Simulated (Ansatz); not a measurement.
Ansatz (a quantum-chemistry and plane-wave program) input (MP2/6-31G* with LANL2DZ past Ar): The .json file joins the Basis Set Exchange's 6-31G* for atoms up to Ar and LANL2DZ past it.

Ansatz 0.2 input:
```yaml
crystal:
  periodic: [false, false, false]
  atoms:
    - {symbol: F, position_ang: [-1.55402500, -1.36231200, -0.32154700]}
    - {symbol: Ge, position_ang: [-0.75566800, -0.00355200, 0.41921600]}
    - {symbol: F, position_ang: [-1.55101600, 1.37215500, -0.29295300]}
    - {symbol: Br, position_ang: [1.48933600, 0.00071700, -0.22526900]}
basis:
  gaussian:
    orbitals: 6-31Gs+LANL2DZ.json
magnetization: {spin_polarized: true, initial_magnetization: 1}
correlation: {method: mp2, electrons: outside_noble_gas}
relax: {f_tol: 0.003, max_steps: 120}
```

Output:

```
Functional definition: HF
these checks for a lower state are left out or cut short: cluster_reference
integrals: 0.01 GiB planned
543 factors; integrals over basis functions are off by at most 2.3e-4 eV
mean field: 0.11 GiB planned
mean field evaluation 1: about -5861.3046 eV, gradient 2.6e1 eV
mean field evaluation 2: about -5861.3723 eV, gradient 2.6e1 eV
mean field evaluation 4: about -5864.1483 eV, gradient 1.7e0 eV
mean field evaluation 8: about -5864.2160 eV, gradient 2.4e-1 eV
mean field evaluation 16: about -5864.2177 eV, gradient 2.5e-6 eV
mean field -5864.21771686 eV, -215.5060261852 hartree, gradient 2.5e-6 eV, S^2 0.761616; 0 other end points of the search recorded, 0 dependent functions left out
2 core orbitals not correlated
reference -5864.21771686 eV, -215.5060261852 hartree; 13, 12 occupied and 31, 32 virtual orbitals, 543 factors
densities: 0.08 GiB planned
second order -11.47190021 eV of doubles, -0.00000000 eV of singles
the calculation of the forces begins
relax step   1: F+E_penalty+E_count = -5875.68961708 eV  Δ(F+E_penalty+E_count) = +0.000e0 eV  max|allowed force component| = 2.143e0 eV/Å  Δτ_max = 0.0000 Å  (49 SCF iters, accepted)
these checks for a lower state are left out or cut short: starts, cluster_reference, orbital_swaps, neighbouring_geometries, increment
integrals: 0.01 GiB planned
543 factors; integrals over basis functions are off by at most 2.3e-4 eV
mean field: 0.11 GiB planned
mean field -5864.32179564 eV, -215.5098510097 hartree, gradient 3.2e-6 eV, S^2 0.766825; 0 other end points of the search recorded, 0 dependent functions left out
2 core orbitals not correlated
reference -5864.32179564 eV, -215.5098510097 hartree; 13, 12 occupied and 31, 32 virtual orbitals, 543 factors
densities: 0.08 GiB planned
second order -11.45087917 eV of doubles, -0.00000000 eV of singles
the calculation of the forces begins
relax step   2: F+E_penalty+E_count = -5875.77267481 eV  Δ(F+E_penalty+E_count) = -8.306e-2 eV  max|allowed force component| = 7.009e-1 eV/Å  Δτ_max = 0.0468 Å  (49 SCF iters, accepted)
these checks for a lower state are left out or cut short: starts, cluster_reference, orbital_swaps, neighbouring_geometries, increment
integrals: 0.01 GiB planned
543 factors; integrals over basis functions are off by at most 2.3e-4 eV
mean field: 0.11 GiB planned
mean field evaluation 32: about -5864.2170 eV, gradient 1.5e-1 eV
mean field -5864.32750996 eV, -215.5100610070 hartree, gradient 2.9e-6 eV, S^2 0.770927; 0 other end points of the search recorded, 0 dependent functions left out
2 core orbitals not correlated
reference -5864.32750996 eV, -215.5100610070 hartree; 13, 12 occupied and 31, 32 virtual orbitals, 543 factors
densities: 0.08 GiB planned
second order -11.43365721 eV of doubles, -0.00000000 eV of singles
the calculation of the forces begins
relax step   3: F+E_penalty+E_count = -5875.76116717 eV  Δ(F+E_penalty+E_count) = +1.151e-2 eV  max|allowed force component| = 2.537e-1 eV/Å  Δτ_max = 0.0841 Å  (50 SCF iters, rejected (line search))
these checks for a lower state are left out or cut short: starts, cluster_reference, orbital_swaps, neighbouring_geometries, increment
integrals: 0.01 GiB planned
543 factors; integrals over basis functions are off by at most 2.3e-4 eV
mean field: 0.11 GiB planned
mean field -5864.36636277 eV, -215.5114888214 hartree, gradient 2.1e-6 eV, S^2 0.767716; 0 other end points of the search recorded, 0 dependent functions left out
2 core orbitals not correlated
reference -5864.36636277 eV, -215.5114888214 hartree; 13, 12 occupied and 31, 32 virtual orbitals, 543 factors
densities: 0.08 GiB planned
second order -11.42294287 eV of doubles, -0.00000000 eV of singles
the calculation of the forces begins
relax step   4: F+E_penalty+E_count = -5875.78930564 eV  Δ(F+E_penalty+E_count) = -1.663e-2 eV  max|allowed force component| = 1.545e-1 eV/Å  Δτ_max = 0.0233 Å  (50 SCF iters, accepted)
these checks for a lower state are left out or cut short: starts, cluster_reference, orbital_swaps, neighbouring_geometries, increment
integrals: 0.01 GiB planned
543 factors; integrals over basis functions are off by at most 2.3e-4 eV
mean field: 0.11 GiB planned
mean field evaluation 64: about -5864.3798 eV, gradient 2.3e-6 eV
mean field -5864.37984043 eV, -215.5119841165 hartree, gradient 2.3e-6 eV, S^2 0.766386; 0 other end points of the search recorded, 0 dependent functions left out
2 core orbitals not correlated
reference -5864.37984043 eV, -215.5119841165 hartree; 13, 12 occupied and 31, 32 virtual orbitals, 543 factors
densities: 0.08 GiB planned
second order -11.41094858 eV of doubles, -0.00000000 eV of singles
the calculation of the forces begins
relax step   5: F+E_penalty+E_count = -5875.79078901 eV  Δ(F+E_penalty+E_count) = -1.483e-3 eV  max|allowed force component| = 3.526e-2 eV/Å  Δτ_max = 0.0125 Å  (50 SCF iters, accepted)
these checks for a lower state are left out or cut short: starts, cluster_reference, orbital_swaps, neighbouring_geometries, increment
integrals: 0.01 GiB planned
543 factors; integrals over basis functions are off by at most 2.3e-4 eV
mean field: 0.11 GiB planned
mean field -5864.37934467 eV, -215.5119658976 hartree, gradient 8.7e-6 eV, S^2 0.766614; 0 other end points of the search recorded, 0 dependent functions left out
2 core orbitals not correlated
reference -5864.37934467 eV, -215.5119658976 hartree; 13, 12 occupied and 31, 32 virtual orbitals, 543 factors
densities: 0.08 GiB planned
second order -11.41144701 eV of doubles, -0.00000000 eV of singles
the calculation of the forces begins
relax step   6: F+E_penalty+E_count = -5875.79079168 eV  Δ(F+E_penalty+E_count) = -2.672e-6 eV  max|allowed force component| = 4.054e-2 eV/Å  Δτ_max = 0.0057 Å  (38 SCF iters, accepted)
these checks for a lower state are left out or cut short: starts, cluster_reference, orbital_swaps, neighbouring_geometries, increment
integrals: 0.01 GiB planned
543 factors; integrals over basis functions are off by at most 2.3e-4 eV
mean field: 0.11 GiB planned
mean field -5864.37985743 eV, -215.5119847411 hartree, gradient 3.9e-6 eV, S^2 0.766495; 0 other end points of the search recorded, 0 dependent functions left out
2 core orbitals not correlated
reference -5864.37985743 eV, -215.5119847411 hartree; 13, 12 occupied and 31, 32 virtual orbitals, 543 factors
densities: 0.08 GiB planned
second order -11.41101761 eV of doubles, -0.00000000 eV of singles
the calculation of the forces begins
relax step   7: F+E_penalty+E_count = -5875.79087504 eV  Δ(F+E_penalty+E_count) = -8.335e-5 eV  max|allowed force component| = 7.346e-3 eV/Å  Δτ_max = 0.0031 Å  (37 SCF iters, accepted)
these checks for a lower state are left out or cut short: starts, cluster_reference, orbital_swaps, neighbouring_geometries, increment
integrals: 0.01 GiB planned
543 factors; integrals over basis functions are off by at most 2.3e-4 eV
mean field: 0.11 GiB planned
mean field -5864.37984065 eV, -215.5119841245 hartree, gradient 1.7e-6 eV, S^2 0.766489; 0 other end points of the search recorded, 0 dependent functions left out
2 core orbitals not correlated
reference -5864.37984065 eV, -215.5119841245 hartree; 13, 12 occupied and 31, 32 virtual orbitals, 543 factors
densities: 0.08 GiB planned
second order -11.41103745 eV of doubles, -0.00000000 eV of singles
the calculation of the forces begins
relax step   8: F+E_penalty+E_count = -5875.79087810 eV  Δ(F+E_penalty+E_count) = -3.065e-6 eV  max|allowed force component| = 1.677e-3 eV/Å  Δτ_max = 0.0005 Å  (38 SCF iters, accepted)
these checks for a lower state are left out or cut short: cluster_reference
integrals: 0.01 GiB planned
543 factors; integrals over basis functions are off by at most 2.3e-4 eV
mean field: 0.11 GiB planned
mean field evaluation 96: about -5861.6564 eV, gradient 2.5e1 eV
mean field -5864.37984065 eV, -215.5119841245 hartree, gradient 1.7e-6 eV, S^2 0.766489; 1 other end points of the search recorded, 0 dependent functions left out
2 core orbitals not correlated
reference -5864.37984065 eV, -215.5119841245 hartree; 13, 12 occupied and 31, 32 virtual orbitals, 543 factors
densities: 0.08 GiB planned
second order -11.41103745 eV of doubles, -0.00000000 eV of singles
the calculation of the forces begins
Total energy: -5875.79087810 eV, -215.9313320161 hartree
Atom 0 at    -1.553289    -1.349573    -0.310914 Å, force    -0.000272     0.000982    -0.000204 eV/Å
Atom 1 at    -0.807313    -0.003348     0.405118 Å, force     0.001677    -0.000003     0.000092 eV/Å
Atom 2 at    -1.550308     1.359195    -0.282589 Å, force    -0.000274    -0.000977    -0.000224 eV/Å
Atom 3 at     1.539537     0.000734    -0.232167 Å, force    -0.001130    -0.000002     0.000335 eV/Å
Dipole moment:    -0.131008    -0.004892     0.481621 e Å
Checks for a lower state left out: cluster_reference
```

The geometry given is a B3LYP-D3(BJ)/def2-TZVP minimum.
